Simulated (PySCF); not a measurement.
## Radial density of C²⁺ (carbon, charge +2)

M06-L, [He] 2s2, closed-shell 1S. Calculation: PySCF 2.14, in cc-pVTZ-DK (4s3p2d1f, 30 functions); the spin-free X2C one-electron Hamiltonian (Gaussian nucleus).

```json
{"r (bohr)": "0.00499", "4πr²ρ (e/bohr)": "0.03931"}
{"r (bohr)": "0.00839", "4πr²ρ (e/bohr)": "0.1066"}
{"r (bohr)": "0.0141", "4πr²ρ (e/bohr)": "0.2781"}
{"r (bohr)": "0.0238", "4πr²ρ (e/bohr)": "0.6979"}
{"r (bohr)": "0.0399", "4πr²ρ (e/bohr)": "1.621"}
{"r (bohr)": "0.0672", "4πr²ρ (e/bohr)": "3.314"}
{"r (bohr)": "0.113", "4πr²ρ (e/bohr)": "5.446"}
{"r (bohr)": "0.190", "4πr²ρ (e/bohr)": "6.243"}
{"r (bohr)": "0.320", "4πr²ρ (e/bohr)": "3.938"}
{"r (bohr)": "0.538", "4πr²ρ (e/bohr)": "1.264"}
{"r (bohr)": "0.905", "4πr²ρ (e/bohr)": "1.471"}
{"r (bohr)": "1.52", "4πr²ρ (e/bohr)": "1.231"}
{"r (bohr)": "2.56", "4πr²ρ (e/bohr)": "0.1663"}
{"r (bohr)": "4.31", "4πr²ρ (e/bohr)": "0.001541"}
```

Densities and radii are taken from the X2C orbitals without a picture-change correction, which distorts them close to the nucleus.
